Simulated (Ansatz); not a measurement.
Z-matrix (Å, degrees):
```
C
O 1 1.416
H 1 1.093 2 107.5
H 1 1.095 2 111.9 3 -118.9
H 1 1.095 2 111.9 3 118.9
Sn 2 1.938 1 121.1 3 179.7
F 6 1.916 2 105.5 1 -53.5
F 6 1.916 2 105.5 1 53.1
Ge 6 2.590 2 115.9 1 179.9
H 9 1.529 6 107.3 2 60.0
H 9 1.529 6 107.0 2 180.0
H 9 1.529 6 107.2 2 -60.1
```

Total charge 0; spin multiplicity 1. Sn takes the def2 core potential.

Problem. List the PBE/def2-TZVPP orbital energies in eV (Ansatz 0.2.0). (Best estimate.)

Solution. Ansatz gave: Occupied: -10805.59, -1338.97, -1192.40, -1192.37, -1192.37, -658.86, -658.86, -510.35, -270.01, -163.53, -134.04, -115.03, -114.93, -114.93, -90.00, -90.00, -89.95, -30.81, -30.79, -30.79, -30.71, -30.71, -28.69, -28.43, -26.81, -26.42, -26.39, -26.24, -25.54, -24.26, -16.54, -14.94, -12.81, -10.96, -10.79, -10.69, -9.99, -9.45, -9.41, -9.32, -9.00, -8.78, -8.67, -8.00, -7.12, -6.57. Lowest empty: -2.54, -1.39, -1.31, -0.62, 0.53, 0.54, 0.65, 1.58.
